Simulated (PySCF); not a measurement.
BiF₃, triplet, geometry from GFN2-xTB (such geometries of metal compounds can be far from the true shape) (a higher spin typed on purpose: for a closed-shell molecule this is an excited state) (core potentials on Bi); PBE0/def2-SVP (PySCF).

The PySCF input:
```python
from pyscf import gto, scf, dft

mol = gto.Mole()
mol.atom = '''
    Bi   -0.00000000    0.00000000   -0.00000000
    F    -1.77486950   -1.33957327    0.04220613
    F    -0.27034194    2.20655081    0.06669640
    F     2.04521144   -0.86697754   -0.10890253
'''
mol.basis = 'def2-svp'
mol.ecp = {'Bi': 'def2-svp'}
mol.spin = 2
mol.verbose = 4
mol.build()

mf = dft.UKS(mol)
mf.xc = 'pbe0'
mf.kernel()
mf.analyze()
```

What the program printed (banner, timings and long lists left out):

```
PySCF version 2.14.0

[INPUT] verbose = 4
[INPUT] num. atoms = 4
[INPUT] num. electrons = 50
[INPUT] charge = 0
[INPUT] spin (= nelec alpha-beta = 2S) = 2
[INPUT] symmetry False subgroup None
[INPUT] Mole.unit = angstrom
[INPUT] Symbol           X                Y                Z      unit          X                Y                Z       unit  Magmom
[...]
nuclear repulsion = 181.138240723493
number of shells = 28
number of NR pGTOs = 133
number of NR cGTOs = 68
basis = def2-svp
ecp = {'Bi': 'def2-svp'}

******** <class 'pyscf.dft.uks.UKS'> ********
method = UKS
initial guess = minao
damping factor = 0
level_shift factor = 0
DIIS = <class 'pyscf.scf.diis.CDIIS'>
diis_start_cycle = 1
diis_space = 8
diis_damp = 0
SCF conv_tol = 1e-09
SCF conv_tol_grad = None
SCF max_cycles = 50
direct_scf = True
direct_scf_tol = 1e-13
number electrons alpha = 26  beta = 24
XC library pyscf.dft.libxc version 7.1.2
    S. Lehtola, C. Steigemann, M. J. T. Oliveira, and M. A. L. Marques,  SoftwareX 7, 1–5 (2018)
XC functionals = pbe0
    C. Adamo and V. Barone,  J. Chem. Phys. 110, 6158 (1999)
    M. Ernzerhof and G. E. Scuseria,  J. Chem. Phys. 110, 5029 (1999)
radial grids:
    Treutler-Ahlrichs [JCP 102, 346 (1995); DOI:10.1063/1.469408] (M4) radial grids

becke partition: Becke, JCP 88, 2547 (1988); DOI:10.1063/1.454033
pruning grids: <function nwchem_prune>
grids dens level: 3
symmetrized grids: False
atomic radii adjust function: <function treutler_atomic_radii_adjust>
small_rho_cutoff = 0
Set gradient conv threshold to 3.16228e-05
tot grids = 66232
init E= -486.745479790445

cycle= 1 E= -512.770143223226  delta_E=  -26  |g|= 1.24  |ddm|= 9.14

cycle= 2 E= -512.752702312474  delta_E= 0.0174  |g|= 1.36  |ddm|= 3.95

cycle= 3 E= -513.507652962294  delta_E= -0.755  |g|= 0.362  |ddm|= 1.75

cycle= 4 E= -513.547348752568  delta_E= -0.0397  |g|= 0.097  |ddm|= 0.282

cycle= 5 E= -513.550942240616  delta_E= -0.00359  |g|= 0.0112  |ddm|= 0.0815

cycle= 6 E= -513.551069086408  delta_E= -0.000127  |g|= 0.00226  |ddm|= 0.0214

cycle= 7 E= -513.551078328168  delta_E= -9.24e-06  |g|= 0.000554  |ddm|= 0.00697

cycle= 8 E= -513.551078426173  delta_E= -9.8e-08  |g|= 0.000737  |ddm|= 0.00128

cycle= 9 E= -513.551078636056  delta_E= -2.1e-07  |g|= 0.00023  |ddm|= 0.000739

cycle= 10 E= -513.551078663058  delta_E= -2.7e-08  |g|= 1.74e-05  |ddm|= 0.000272

cycle= 11 E= -513.551078663397  delta_E= -3.39e-10  |g|= 4.35e-06  |ddm|= 3.76e-05

[...]
converged SCF energy = -513.551078663389  <S^2> = 2.0291569  2S+1 = 3.0193754
Total Energy =                        -513.551078663389035
[...]
spin_pop of  0 Bi 6s        0.14171
spin_pop of  0 Bi 7s       -0.00048
spin_pop of  0 Bi 8s        0.00130
spin_pop of  0 Bi 5px       0.00035
spin_pop of  0 Bi 5py       0.00035
spin_pop of  0 Bi 5pz       0.00088
spin_pop of  0 Bi 6px      -0.00756
spin_pop of  0 Bi 6py      -0.00764
spin_pop of  0 Bi 6pz       0.06014
spin_pop of  0 Bi 7px      -0.00861
spin_pop of  0 Bi 7py      -0.00873
spin_pop of  0 Bi 7pz       0.06727
spin_pop of  0 Bi 8px      -0.03586
spin_pop of  0 Bi 8py      -0.03680
spin_pop of  0 Bi 8pz       0.81088
spin_pop of  0 Bi 5dxy      0.00817
spin_pop of  0 Bi 5dyz     -0.00571
spin_pop of  0 Bi 5dz^2     0.00029
spin_pop of  0 Bi 5dxz      0.00026
spin_pop of  0 Bi 5dx2-y2   -0.00548
spin_pop of  0 Bi 6dxy      0.00632
spin_pop of  0 Bi 6dyz      0.00505
spin_pop of  0 Bi 6dz^2     0.00013
spin_pop of  0 Bi 6dxz      0.00011
spin_pop of  0 Bi 6dx2-y2    0.00486
spin_pop of  1 F 1s       -0.00000
spin_pop of  1 F 2s        0.00039
spin_pop of  1 F 3s       -0.00089
spin_pop of  1 F 2px       0.20408
spin_pop of  1 F 2py       0.11604
spin_pop of  1 F 2pz       0.01766
spin_pop of  1 F 3px      -0.00207
spin_pop of  1 F 3py      -0.00134
spin_pop of  1 F 3pz       0.00219
spin_pop of  1 F 3dxy     -0.00002
spin_pop of  1 F 3dyz      0.00006
spin_pop of  1 F 3dz^2    -0.00000
spin_pop of  1 F 3dxz      0.00010
spin_pop of  1 F 3dx2-y2    0.00000
spin_pop of  2 F 1s       -0.00000
spin_pop of  2 F 2s        0.00039
spin_pop of  2 F 3s       -0.00090
spin_pop of  2 F 2px       0.00430
spin_pop of  2 F 2py       0.31557
spin_pop of  2 F 2pz       0.01783
spin_pop of  2 F 3px      -0.00037
spin_pop of  2 F 3py      -0.00302
spin_pop of  2 F 3pz       0.00216
spin_pop of  2 F 3dxy      0.00000
spin_pop of  2 F 3dyz      0.00015
spin_pop of  2 F 3dz^2    -0.00000
spin_pop of  2 F 3dxz      0.00000
spin_pop of  2 F 3dx2-y2   -0.00002
spin_pop of  3 F 1s       -0.00000
spin_pop of  3 F 2s        0.00039
spin_pop of  3 F 3s       -0.00089
spin_pop of  3 F 2px       0.27109
spin_pop of  3 F 2py       0.04833
spin_pop of  3 F 2pz       0.01832
spin_pop of  3 F 3px      -0.00264
spin_pop of  3 F 3py      -0.00076
spin_pop of  3 F 3pz       0.00219
spin_pop of  3 F 3dxy     -0.00001
spin_pop of  3 F 3dyz      0.00002
spin_pop of  3 F 3dz^2    -0.00000
spin_pop of  3 F 3dxz      0.00013
spin_pop of  3 F 3dx2-y2   -0.00001
In total            26.00000 | 24.00000
Dipole moment(X, Y, Z, Debye): -0.00003, -0.00004,  0.00002
```
